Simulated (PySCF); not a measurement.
Molecule: SMILES [Si](C)(C)(Cl)Cl, C₂H₆Cl₂Si.

Cartesian coordinates in Å; atom numbers follow the order of the lines, from 1:
```xyz
11

C     1.458   -0.576   -0.374
Si    0.047    0.605   -0.121
C    -1.519   -0.175    0.503
Cl    0.647    2.053    1.234
Cl   -0.351    1.558   -1.919
H     1.177   -1.369   -1.083
H     2.334   -0.044   -0.773
H     1.739   -1.041    0.584
H    -2.310    0.582    0.608
H    -1.868   -0.950   -0.197
H    -1.346   -0.639    1.486
```

Geometry PBE0-D3(BJ)/def2-SVP throughout; GIAO in PySCF 2.14.0 with density-fitted response routines, gas phase, one conformer, non-relativistic; equivalent atoms averaged; functional PBE0.

Question: How do the shifts δ (against TMS, HCl at the same level) depend on the basis set? (ppm; last column core-seconds on shared hosts with different chips, so compare them loosely)

Answer: 
```
    basis set  functions  C1/C3   Si2  Cl4/Cl5  H6/H7/H8/H9/H10/H11  core-s
       STO-3G         43    2.5  46.2   -121.0                 0.81     2.1
        6-31G         69    7.1  89.8     22.8                 0.52     4.1
     pcSseg-0         69    8.7  98.8     31.8                 0.70     3.8
       6-31G*         94    6.7  62.2     37.8                 0.38     5.8
     def2-SVP        112    7.0  52.5     64.2                 0.55     6.3
      cc-pVDZ        112    7.5  48.7     59.4                 0.58     7.6
     pcSseg-1        136    7.8  53.3     78.6                 0.61      12
  aug-cc-pVDZ        181    7.4  41.0     78.5                 0.74      15
6-311+G(2d,p)        195    8.0  47.3     94.1                 0.66      14
    def2-TZVP        209    7.7  44.0     80.4                 0.64      16
      cc-pVTZ        246    7.8  44.9     80.2                 0.66      24
     IGLO-III        262    8.2  42.3     85.0                 0.63      24
     pcSseg-2        285    7.7  45.2     83.7                 0.61      35
```

Question: Which nucleus moves most, in ppm?

Answer: Cl4/Cl5 (chlorine bonded to Si): from -121.0 ppm with STO-3G to 94.1 ppm with 6-311+G(2d,p). The smallest spread is 0.43 ppm, at H6/H7/H8/H9/H10/H11. Proton shifts span only some 12 ppm, so a few tenths of a ppm matter as much there as several ppm in carbon.

Question: Taking the largest basis, pcSseg-2 (285 functions), as the yardstick, rank the others by their worst heavy-atom deviation.

Answer: IGLO-III 2.9 ppm (262 functions), def2-TZVP 3.3 ppm (209 functions), cc-pVTZ 3.5 ppm (246 functions), aug-cc-pVDZ 5.2 ppm (181 functions), pcSseg-1 8.1 ppm (136 functions), 6-311+G(2d,p) 10.4 ppm (195 functions), def2-SVP 19.5 ppm (112 functions), cc-pVDZ 24.3 ppm (112 functions), 6-31G* 45.9 ppm (94 functions), pcSseg-0 53.6 ppm (69 functions), 6-31G 60.9 ppm (69 functions), STO-3G 204.7 ppm (43 functions).

A small basis that lands close on one nucleus may do so by chance; judge by the trend and by all nuclei.
